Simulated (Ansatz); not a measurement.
Two isomers of C2H7ClOSi: A = `CC(Cl)[SiH2]O`, B = `CC(O)([SiH3])Cl`.

Computed with Ansatz on PBE0-D4/def2-TZVP structures; ΔE is electronic, products minus reactants. CCSD(T)/CBS is the MP2 limit (def2-TZVPP, def2-QZVPP) plus CCSD(T) − MP2 in def2-TZVPP, frozen cores. Functionals use def2-TZVPP. One conformer a species, not always the lowest.

A:

```xyz
12

C    -0.081   -1.020   -1.342
C    -0.602   -0.253   -0.148
Cl   -1.004   -1.387    1.204
Si    0.623    0.979    0.591
O     0.016    1.676    1.947
H    -0.809   -1.755   -1.692
H     0.846   -1.544   -1.103
H     0.121   -0.324   -2.162
H    -1.546    0.243   -0.386
H     0.865    2.085   -0.369
H     1.881    0.228    0.843
H    -0.312    1.071    2.616
```

B:

```xyz
12

C    -1.2504    0.2052   -0.8233
C    -0.0927    0.4811    0.1004
O     0.6628    1.4982   -0.4628
Si    0.9470   -1.0540    0.5555
Cl   -0.7772    1.0463    1.7207
H    -1.9116   -0.5527   -0.4042
H    -0.8659   -0.1451   -1.7844
H    -1.8187    1.1230   -0.9870
H     1.4223    1.6828    0.0997
H     2.0823   -0.5792    1.3890
H     1.4762   -1.6618   -0.6952
H     0.1258   -2.0438    1.2918
```

Question: Which isomer does CCSD(T)/CBS put lower? Give the gap. (An estimate is asked.)

Answer: The calculation gave: A, by 40.3 kcal/mol.

Question: Give E(B) − E(A) in kcal/mol with BLYP-D4, HF/def2-TZVPP, B2PLYP, ωB97M-V, r2SCAN-D4, CCSD/def2-TZVPP, CCSD(T)/def2-SVP. (Best estimate.)

Answer: The calculation gave: BLYP-D4 36.6, HF/def2-TZVPP 42.8, B2PLYP 40.0, ωB97M-V 39.2, r2SCAN-D4 38.1, CCSD/def2-TZVPP 40.6, CCSD(T)/def2-SVP 32.5. None reverses the order clearly.

Question: Does the order hold for the free energy at 298.15 K (harmonic terms from PBE0-D4)? (Estimate.)

Answer: Computed: Yes: G(B) − G(A) = +39.1 kcal/mol, for one conformer each.

Largest T1 diagnostic: 0.011.

Leaving LDA and LC-ωPBE aside and taking each functional with its dispersion term where it has one, the values, not all of them listed here, spread over 6.0 kcal/mol, from revPBE-D4 to BHLYP-D4. LDA lies −1.3 kcal/mol from PBE without D4. From BLYP to BHLYP (50 % exact exchange), in def2-TZVPP and without D4, E(B) − E(A) moves by +4.0 kcal/mol.
